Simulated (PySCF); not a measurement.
# UHF on Pt⁵⁵⁺ (platinum, charge +55)

Configuration: [Ar] 3d5, high-spin 6S determinant. Computed with PySCF 2.14 in an even-tempered Gaussian basis (17 s from 14 bohr⁻², ratio 2.5; 13 p from 18 bohr⁻², ratio 2.5; 7 d from 18 bohr⁻², ratio 2.5; 4 f from 68 bohr⁻², ratio 2.7; 3 g from 100 bohr⁻², ratio 2.7), with the spin-free X2C one-electron Hamiltonian (Gaussian nucleus).

```
Total energy             : -15626.919676 hartree
One-electron energy      : -17630.8830 hartree
Hartree (Coulomb) energy : 2231.0454 hartree
Exchange energy          : -227.0821 hartree
⟨S²⟩                     : 8.7501
⟨L²⟩                     : 0.000
Sum of ⟨r⟩               : 2.776 bohr
Sum of ⟨r²⟩              : 0.4817 bohr²
```

```
shell  electrons  mean orbital energy (eV)  rms radius, mean of both spins (bohr)
 1s α          1                  -82459.3                                 0.0194
 1s β          1                  -82458.3                                 0.0194
 2s α          1                  -17558.4                                 0.0777
 2s β          1                  -17509.9                                 0.0777
 2p α          3                  -15751.3                                 0.0710
 2p β          3                  -15701.1                                 0.0710
 3s α          1                   -6560.5                                  0.191
 3s β          1                   -6503.0                                  0.191
 3p α          3                   -6019.0                                  0.191
 3p β          3                   -5948.7                                  0.191
 3d α          5                   -5477.9                                  0.171
```

Spin-orbit coupling, which splits the p, d and f shells strongly at this Z, is absent. Spin-orbit coupling is strong in this species (close to jj coupling), so the high-spin LS determinant is a model state, not a physical level.

Densities and radii are taken from the X2C orbitals without a picture-change correction, which distorts them close to the nucleus.

Spin-orbit constants ζ (cm⁻¹) from the X2C one-electron operator on these orbitals: bare nucleus, nucleus screened by l(l+1)(2l+1)/3 electrons, and screened by the Breit-Pauli mean field of the electrons.

```json
{"shell": "2p", "bare": "8708000", "screened nucleus": "8485000", "mean field": "8408000"}
{"shell": "3p", "bare": "2163000", "screened nucleus": "2108000", "mean field": "2091000"}
{"shell": "3d", "bare": "343900", "screened nucleus": "299800", "mean field": "296500"}
```
